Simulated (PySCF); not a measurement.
**Calculated NMR data**

[PySCF 2.14: NMR shieldings at PBE0/pcSseg-1/GIAO; GFN2-xTB structure; single conformer; one averaged value for each set of equivalent atoms; non-relativistic Hamiltonian; isolated molecule]

δ = σ(ref) − σ, references computed at the same level: $^{1}$H (σ = 31.72 ppm), $^{13}$C (σ = 186.93 ppm) vs TMS. Splittings of carbon signals by F and P are missing where no couplings were computed. Where no couplings were computed, multiplicities follow the n + 1 count of equivalent neighbours, and m marks all less simple cases (inequivalent or close neighbours, rings, F or P nearby). Shifts are as computed. Against solution values, carbons near 30 ppm lie about +3 ppm off and those near 130 ppm about +5 ppm. Of 1211 compounds with measured shifts, 218 miss one by over three times the rms of a fit or turn the order of signals round; such compounds aren't used in these exercises. OH and NH positions are gas-phase values without hydrogen bonding to other molecules.

**1.** `C/C=C/P1CC(F)C1`, C$_{6}$H$_{10}$FP. $^{1}$H NMR (600 MHz, computed): δ 6.32 (m, 1H), 6.13 (m, 1H), 5.34 (m, 1H), 2.41 (m, 2H), 2.23 (m, 2H), 2.03 (d, 3H). $^{13}$C{$^{1}$H} NMR (computed): δ 143.9, 141.8, 90.5, 37.8, 25.0.

**2.** SMILES [SiH3][C@H](F)[C@@H]1CCN1, C$_{4}$H$_{10}$FNSi. $^{1}$H NMR (600 MHz, computed): δ 5.15 (m, 1H), 4.56 (m, 1H), 4.18 (m, 3H), 3.87 (m, 1H), 3.58 (m, 1H), 2.46 (m, 1H), 2.28 (m, 1H), 0.81 (br s, 1H). $^{13}$C{$^{1}$H} NMR (computed): δ 94.7 (CH), 60.5 (CH), 45.8 (CH2), 23.4 (CH2).

**3.** SMILES N=[P@]12CCC[C@H]1CCC2, C$_{7}$H$_{14}$NP. $^{1}$H NMR (600 MHz, computed): δ 2.01 (m, 2H), 1.69 (m, 2H), 1.69 (m, 2H), 1.67 (m, 2H), 1.58 (m, 1H), 1.57 (m, 2H), 1.22 (m, 2H), 0.29 (br s, 1H). $^{13}$C{$^{1}$H} NMR (computed): δ 44.2 (CH), 34.6 (CH2), 34.4 (CH2), 26.3 (CH2).
